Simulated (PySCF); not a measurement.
# Telling isomers of C4H5FN2 apart by NMR

- geometry from GFN2-xTB
- spin–spin couplings from B3LYP/pcJ-1 (spin–dipole term left out of most H,H and C,H couplings)
- PBE0/pcSseg-1 with gauge-including orbitals
- run in PySCF 2.14
- equivalent nuclei averaged, one computed conformer, non-relativistic, no solvent

Chemical shifts δ = σref − σ; $^{1}$H (σ = 31.72 ppm), $^{13}$C (σ = 186.93 ppm) against TMS, all at this level. Multiplet labels drop J under 1 Hz and among equivalent protons, and merge close values. Unscaled 3J(H,H) run several per cent high. Splittings of carbon signals by F and P are missing where no couplings were computed. Where no couplings were computed, multiplicities follow the n + 1 count of equivalent neighbours, and m marks all less simple cases (inequivalent or close neighbours, rings, F or P nearby). Vicinal couplings that depend on rotamer populations or ring flexing (ring, CH–CH, X–H and H–F types) are those of the one conformer. One-bond C–F couplings are unscaled and too large by tens of Hz. Shifts are as computed. Against solution values, carbons near 30 ppm lie about +3 ppm off and those near 130 ppm about +5 ppm. Of 1211 compounds with measured shifts, 218 miss one by over three times the rms of a fit or turn the order of signals round; such compounds aren't used in these exercises. OH and NH positions are gas-phase values without hydrogen bonding to other molecules.

(1) Tabulate the signals of `C/N=C\[C@H](F)C#N`, `Cc1cc(F)[nH]n1`, `Cc1cn[nH]c1F`, `Cn1nccc1F` and their relative energies.

(2) What is the quickest way to tell C/N=C\[C@H](F)C#N from Cc1cc(F)[nH]n1?

(3) What is the quickest way to tell Cc1cc(F)[nH]n1 from Cn1nccc1F?

(4) What is the quickest way to tell C/N=C\[C@H](F)C#N from Cc1cn[nH]c1F?

Results:

(1) 
```json
{"SMILES": "C/N=C\\[C@H](F)C#N", "carbon types": "1×C 2×CH 1×CH3", "δC": "157.9, 117.6, 78.1, 44.5", "δH": "7.68 (dqd, 1H), 5.82 (d of quint, 1H), 3.84 (dd, 3H)", "E rel. (kcal/mol)": "30.2"}
{"SMILES": "Cc1cc(F)[nH]n1", "carbon types": "2×C 1×CH 1×CH3", "δC": "164.9, 152.1, 90.0, 17.4", "δH": "8.73 (br s, 1H), 5.64 (d, 1H), 2.42 (s, 3H)", "E rel. (kcal/mol)": "0.0"}
{"SMILES": "Cc1cn[nH]c1F", "carbon types": "2×C 1×CH 1×CH3", "δC": "161.7, 143.9, 99.7, 8.2", "δH": "9.00 (br s, 1H), 7.42 (m, 1H), 2.17 (s, 3H)", "E rel. (kcal/mol)": "2.0"}
{"SMILES": "Cn1nccc1F", "carbon types": "1×C 2×CH 1×CH3", "δC": "163.4, 140.6, 91.0, 34.3", "δH": "7.50 (dd, 1H), 5.75 (dd, 1H), 3.82 (d, 3H)", "E rel. (kcal/mol)": "4.8"}
```

Energies are electronic energies at PBE0/pcSseg-1 on these geometries, without zero-point or thermal terms, each for the one conformer computed, which needn't be the lowest.

(2) Both give the same number of carbon signals, but DEPT or the intensities differ. The first has a C=N carbon (CH) at 157.9 ppm, the second an aromatic carbon bearing fluorine (C) at 164.9 ppm. In the proton spectra the most deshielded non-exchanging signals are 7.68 (dqd, J = 15.7, 3.2, 2.3 Hz, 1H) and 5.64 (d, J = 5.7 Hz, 1H).

(3) Both give the same number of carbon signals, but DEPT or the intensities differ. The first has a methyl carbon on an aromatic ring (CH3) at 17.4 ppm, the second an aromatic CH next to a ring nitrogen at 140.6 ppm. Their most deshielded carbons lie at 164.9 and 163.4 ppm. In the proton spectra the most deshielded non-exchanging signals are 5.64 (d, J = 5.7 Hz, 1H) and 7.50 (dd, J = 2.6, 2.5 Hz, 1H).

(4) Both give the same number of carbon signals, but DEPT or the intensities differ. The first has an sp3 CH bonded to F, α to a nitrile at 78.1 ppm, the second an aromatic carbon bearing fluorine (C) at 161.7 ppm. Their most deshielded carbons lie at 157.9 and 161.7 ppm.
